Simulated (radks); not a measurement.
Results of a calculation; reference values are marked as such.
Problem. Code: a radial shooting solver on a logarithmic mesh with Libxc functionals. Model: scalar-relativistic Kohn-Sham, exchange-only LDA, spin-polarised, spherical densities, finite nucleus; Fermi nuclear charge, rms radius of each element as measured or else 0.836 A^(1/3) + 0.57 fm. Response by self-consistent Sternheimer equations with the Hartree and adiabatic exchange-only LDA kernel, the relativistic mass of each level held fixed and spin-orbit coupling left out. For heavy and open-shell atoms this level of theory can miss by tens of per cent. Rank Sb3+, Cd, In+, Te4+, Xe6+, I5+, Cs7+, Sn2+, Ba8+ (NIST ground configurations) by static dipole polarisability, largest first.

Solution. Cd 48.55, In+ 23.59, Sn2+ 14.66, Sb3+ 10.14, Te4+ 7.465, I5+ 5.725, Xe6+ 4.522, Cs7+ 3.652, Ba8+ 3.002 bohr^3.
